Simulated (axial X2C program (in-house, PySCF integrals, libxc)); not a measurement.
## Potential curves of AlPd, with spin–orbit coupling

Computed with an in-house all-electron X2C program for linear molecules (integrals from PySCF). Two-component (2c) means X2C with spin–orbit coupling and atomic mean-field two-electron Coulomb and Gaunt terms. Basis: Pd dyall-cv3z [12s12p8d5f3g], Al dyall-v3z [8s8p2d1f] (cores contracted in-house); Gaussian nuclei, density fitting, unrestricted open shells. Masses: Pd 105.903 u, Al 26.982 u.

State: Ω = 1/2 (⟨Sz⟩ = 0.50, ⟨Lz⟩ = 0.00 at PBE0). Energies in eV from the fragments at the same level (Pd + Al). Fits are polynomials in 1 − R0/R over 0.85 to 1.23 times the lowest point R0.

```csv
R (Å),PBE0,LDA
1.9401,-2.0187,-3.1959
2.0293,-2.4209,-3.5614
2.0962,-2.5895,-3.7025
2.1631,-2.6744,-3.7599
2.2300,-2.6954,-3.7538
2.3080,-2.6613,-3.6887
2.3861,-2.5821,-3.5793
2.4865,-2.4370,-3.3970
2.6091,-2.2233,-3.1403
2.7875,-1.8875,-2.7468
```

The state is a single determinant with fixed occupations, the lowest that a limited PBE0 search found. De is counted from the lowest determinant-based energies of the atoms at the same level, without counterpoise correction. Density functionals use the spin component along the axis (collinear). In 2c an atomic determinant is not the ground J level, so De misses part of the atomic spin–orbit lowering. This holds for PBE0, LDA. Without a current term, density functionals place determinants with orbital angular momentum somewhat too high.

What are Re, ωe and De at the PBE0 level?

At PBE0, 2c: Re = 2.223 Å, ωe ≈ 370 cm⁻¹, De = 2.70 eV to Pd + Al; Be follows as 0.159 cm⁻¹.

What are Re, ωe and De at the LDA level?

At LDA, 2c: Re = 2.189 Å, ωe ≈ 398 cm⁻¹, De = 3.76 eV to Pd + Al; Be follows as 0.164 cm⁻¹.
